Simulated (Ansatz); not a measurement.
An input meant for InMe2H (C₂H₇In) (charge 0, triplet; scaled by 1.05).

```yaml
crystal:
  periodic: [false, false, false]
  atoms:
    - {symbol: C, position_ang: [4.045149, -1.644835, 0.001175]}
    - {symbol: C, position_ang: [-3.420223, 2.713956, 0.009918]}
    - {symbol: In, position_ang: [-0.979650, -1.678508, -0.008419]}
    - {symbol: H, position_ang: [4.891613, -0.580374, 2.154229]}
    - {symbol: H, position_ang: [4.915210, -0.231219, -1.929228]}
    - {symbol: H, position_ang: [5.023795, -3.981943, -0.187247]}
    - {symbol: H, position_ang: [-2.974285, 3.947063, -2.173390]}
    - {symbol: H, position_ang: [-2.562223, 4.191010, 1.897496]}
    - {symbol: H, position_ang: [-5.930034, 2.418090, 0.272564]}
    - {symbol: H, position_ang: [-3.009352, -5.153262, -0.037099]}
basis:
  gaussian: {orbitals: def2-mTZVPP}
magnetization: {spin_polarized: true, initial_magnetization: 2}
hamiltonian: {xc: {name: CAM-B3LYP}, pseudopotentials: {relativity: none}}
scf: {lower_state_search: light}
output: {forces: true}
```

```sh
$ ansatz run in.yaml --threads 2 --pin off --events-out ev --progress --plain --max-ram 4352MiB
```

Shortened log:

```
Functional definition: CAM-B3LYP
1122 factors; integrals over basis functions are off by at most 3.7e-4 eV
330 factors; integrals over basis functions are off by at most 9.5e-5 eV
mean field evaluation 1: about -7321.3120 eV, gradient 7.1e0 eV
mean field evaluation 2: about -7321.7522 eV, gradient 7.2e0 eV
mean field evaluation 4: about -7322.3408 eV, gradient 2.5e0 eV
mean field evaluation 8: about -7321.9901 eV, gradient 9.3e-1 eV
mean field evaluation 16: about -7327.7669 eV, gradient 2.1e-2 eV
mean field evaluation 32: about -7327.7680 eV, gradient 6.3e-5 eV
mean field evaluation 64: about -7327.3723 eV, gradient 1.9e0 eV
mean field evaluation 96: about -7325.4333 eV, gradient 3.4e0 eV
mean field evaluation 128: about -7326.0135 eV, gradient 6.3e0 eV
mean field evaluation 160: about -7327.7678 eV, gradient 8.2e-3 eV
mean field evaluation 192: about -7327.2459 eV, gradient 3.6e0 eV
mean field evaluation 224: about -7325.8411 eV, gradient 6.5e0 eV
mean field evaluation 256: about -7327.7718 eV, gradient 7.4e-1 eV
mean field -7327.77802958 eV, -269.2908756406 hartree, gradient 2.7e-6 eV, S^2 6.131021; 15 other end points of the search recorded, 0 dependent functions left out
reference -7327.77825528 eV, -269.2908839350 hartree; 21, 19 occupied and 88, 90 virtual orbitals, 1122 factors
Total energy: -7327.77825528 eV, -269.2908839350 hartree
Atom 0 at     4.045149    -1.644835     0.001175 Å, force     0.477901     0.084167     0.007446 eV/Å
Atom 1 at    -3.420223     2.713956     0.009918 Å, force    -0.162530     0.457188    -0.007014 eV/Å
Atom 2 at    -0.979650    -1.678508    -0.008419 Å, force    -0.109488    -0.187695    -0.001696 eV/Å
Atom 3 at     4.891613    -0.580374     2.154229 Å, force    -0.178282    -0.203647    -0.415542 eV/Å
Atom 4 at     4.915210    -0.231219    -1.929228 Å, force    -0.182662    -0.273109     0.374972 eV/Å
Atom 5 at     5.023795    -3.981943    -0.187247 Å, force    -0.205471     0.418586     0.033215 eV/Å
Atom 6 at    -2.974285     3.947063    -2.173390 Å, force    -0.076712    -0.249879     0.420431 eV/Å
Atom 7 at    -2.562223     4.191010     1.897496 Å, force    -0.159151    -0.298278    -0.367293 eV/Å
Atom 8 at    -5.930034     2.418090     0.272564 Å, force     0.464458     0.026778    -0.046396 eV/Å
Atom 9 at    -3.009352    -5.153262    -0.037099 Å, force     0.131937     0.225888     0.001877 eV/Å
Dipole moment:    -0.110707    -0.188597    -0.000742 e Å
```

**Question.** Something in this input is off. What?

**Answer.** The geometry is stretched to more than twice its size. Self-consistency was reached. The result belongs to that input, not to the species as meant. The charge 0 triplet is spin-contaminated (final ⟨S²⟩ up to 6.13, 2.00 for a pure state).
